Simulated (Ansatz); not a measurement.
Job for Ansatz (a first-principles code): U-CCSD(T)/def2-TZVPP on InP, 2S+1 = 3, a point of a bond scan (R = 7.221 Å). Elements past Kr take the def2 small-core potentials; no spin–orbit coupling. The run froze 14 orbitals, filled d shells among them.

Ansatz 0.2 input:
```yaml
crystal:
  periodic: [false, false, false]
  atoms:
    - {symbol: In, position_ang: [-0.00000000, -0.00000000, -0.62680193]}
    - {symbol: P, position_ang: [0.00000000, 0.00000000, 6.59395635]}
basis:
  gaussian:
    orbitals: def2-TZVPP
magnetization: {spin_polarized: true, initial_magnetization: 2}
correlation: {method: ccsd_t, electrons: outside_noble_gas}
scf: {omitted_lower_state_checks: [cluster_reference]}
```

It printed:

```
WARN ansatz: RAYON_NUM_THREADS=2 ignored (pool sized by the plan → 2); use --threads N
Functional definition: HF
these checks for a lower state are left out or cut short: cluster_reference
integrals: 0.13 GiB planned
735 factors; integrals over basis functions are off by at most 5.1e-4 eV
mean field: 0.24 GiB planned
mean field evaluation 1: about -14415.2986 eV, gradient 9.2e0 eV
mean field evaluation 2: about -14415.3021 eV, gradient 9.2e0 eV
mean field evaluation 4: about -14415.7743 eV, gradient 5.7e0 eV
mean field evaluation 8: about -14416.6536 eV, gradient 2.4e0 eV
mean field evaluation 16: about -14419.8548 eV, gradient 2.6e-1 eV
mean field evaluation 32: about -14419.8552 eV, gradient 5.1e-5 eV
mean field evaluation 64: about -14419.1155 eV, gradient 2.1e-6 eV
mean field evaluation 96: about -14419.8555 eV, gradient 1.3e-2 eV
mean field evaluation 128: about -14419.8534 eV, gradient 3.8e-1 eV
mean field evaluation 160: about -14416.6428 eV, gradient 2.2e0 eV
mean field evaluation 192: about -14419.1717 eV, gradient 5.7e0 eV
mean field -14419.85531476 eV, -529.9199086884 hartree, gradient 1.3e-6 eV, S^2 3.012791; 12 other end points of the search recorded, 0 dependent functions left out
14 core orbitals not correlated
reference -14419.85531476 eV, -529.9199086884 hartree; 5, 3 occupied and 73, 75 virtual orbitals, 735 factors
second order -3.07834008 eV of doubles, -0.00000000 eV of singles
coupled cluster: 0.32 GiB planned
cycle   1  -3.65607875 eV  change   -5.8e-1 eV  update   6.8e-2
cycle   2  -3.86975697 eV  change   -2.1e-1 eV  update   2.6e-2
cycle   3  -3.87977583 eV  change   -1.0e-2 eV  update   5.7e-3
cycle   4  -3.88028272 eV  change   -5.1e-4 eV  update   1.2e-3
cycle   5  -3.88010796 eV  change    1.7e-4 eV  update   3.5e-4
cycle   6  -3.88003579 eV  change    7.2e-5 eV  update   1.1e-4
cycle   7  -3.88010609 eV  change   -7.0e-5 eV  update   3.5e-5
cycle   8  -3.88008171 eV  change    2.4e-5 eV  update   1.5e-5
cycle   9  -3.88008361 eV  change   -1.9e-6 eV  update   7.6e-6
coupled cluster: 0.32 GiB planned
perturbative correction -0.12491410 eV, -0.0045905087 hartree
Total energy: -14423.86031247 eV, -530.0670896396 hartree
Checks for a lower state left out: cluster_reference
```

The calculation finished and met its thresholds. Its determinant has ⟨S²⟩ = 3.01, a mixture of spin states.

Cost: roughly 28 core-seconds.
